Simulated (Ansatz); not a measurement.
`C[O][Ti]([Cl])([Cl])[Cl]` and `C=C[O][Ti]([Cl])([Cl])[Cl]` differ in one atom or group.

Ansatz, PBE0-D4/def2-TZVP geometries, multiplicity 1. Each molecule was computed in one conformer, which needn't be the lowest.

Scalar relativity is left out up to krypton.

```csv
property,`C[O][Ti]([Cl])([Cl])[Cl]`
LUMO energy (ωB97M-V/def2-TZVPP) / eV,-0.78
size of the dipole moment (ωB97M-V/def2-TZVPP) / D,3.68
HOMO energy (PBE/def2-TZVPP) / eV,-7.67
HOMO–LUMO gap (ωB97M-V/def2-TZVPP) / eV,10.46
HOMO energy (ωB97M-V/def2-TZVPP) / eV,-11.24
size of the dipole moment (PBE/def2-TZVPP) / D,3.71
```

(1) What does the change do to each property? (An estimate is asked.)

## Answers

(1) Ansatz gave: 
```json
{"property": "LUMO energy (ωB97M-V/def2-TZVPP) / eV", "`C=C[O][Ti]([Cl])([Cl])[Cl]`": "-1.05", "shift": "-0.27"}
{"property": "size of the dipole moment (ωB97M-V/def2-TZVPP) / D", "`C=C[O][Ti]([Cl])([Cl])[Cl]`": "2.69", "shift": "-0.99"}
{"property": "HOMO energy (PBE/def2-TZVPP) / eV", "`C=C[O][Ti]([Cl])([Cl])[Cl]`": "-6.77", "shift": "0.90"}
{"property": "HOMO–LUMO gap (ωB97M-V/def2-TZVPP) / eV", "`C=C[O][Ti]([Cl])([Cl])[Cl]`": "8.99", "shift": "-1.47"}
{"property": "HOMO energy (ωB97M-V/def2-TZVPP) / eV", "`C=C[O][Ti]([Cl])([Cl])[Cl]`": "-10.04", "shift": "1.20"}
{"property": "size of the dipole moment (PBE/def2-TZVPP) / D", "`C=C[O][Ti]([Cl])([Cl])[Cl]`": "2.90", "shift": "-0.81"}
```

With PBE0 the HOMO rises by 1.19 eV and the LUMO falls by 0.22 eV, so the gap narrows by about 1.41 eV. PBE moves the HOMO by 0.90 eV and ωB97M-V by 1.20 eV. Dipoles are sizes alone; their direction can turn.
